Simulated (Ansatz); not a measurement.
**C2H7Sn: structure from calculated spectroscopic constants**

These gas-phase data were calculated for one isomer of C2H7Sn at PBE-D3(BJ)/def2-SVP (harmonic, unscaled wavenumbers; equilibrium rotational constants with average atomic masses):

| Item | Value |
| --- | --- |
| rotational constants | 9.7, 4.651, 3.374 GHz |
| all wavenumbers above 1500 cm⁻¹ | 3113, 3113, 3094, 3093, 2982, 2982, 1730 |

Candidates:

(1) `[CH3][SnH][CH3]`, a doublet
(2) `C[CH2][SnH2]`, a doublet

Task: Which candidate do the data belong to?

Result: Candidate (1). 1 mode lies between 1650 and 2000 cm⁻¹, one for each Sn–H bond, while (2) has 2.

The same quantities for all candidates:

```tsv
	rotational constants (GHz)	wavenumbers above 1500 cm⁻¹	E above the lowest, PBE-D3(BJ)/def2-SVP (kcal/mol)
(1)	9.7, 4.651, 3.374	3113, 3113, 3094, 3093, 2982, 2982, 1730	0.0
(2)	20.97, 2.812, 2.668	3072, 3048, 3026, 3003, 2946, 1770, 1731	5.2
```

Harmonic stretches to hydrogen usually lie a few per cent above observed fundamentals. Each candidate is one conformer. Open shells are spin-unrestricted. Atoms past krypton carry core potentials. Programs: Ansatz 0.2.0.
